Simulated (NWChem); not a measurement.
C$_{2}$H$_{7}$NSi; SMILES [SiH3]/N=C\C

All runs: NWChem. Pople sets run with spherical d functions. Coordinates come from a B3LYP/6-31G* (spherical d) optimisation. Level: B3LYP/6-31G* with SMD (1 M gas to 1 M solution), gas-phase geometry. Reactions with the solvent are ignored.

**Question.** Estimate the computed values for solvent water. Quantities: solvation free energy (kcal/mol); cavity-dispersion-structure term (kcal/mol); dipole in solution (D).

**Answer.** The solvation free energy (kcal/mol) is -0.3 and the cavity-dispersion-structure term (kcal/mol) is 3.2. The dipole in solution (D) is 2.93.
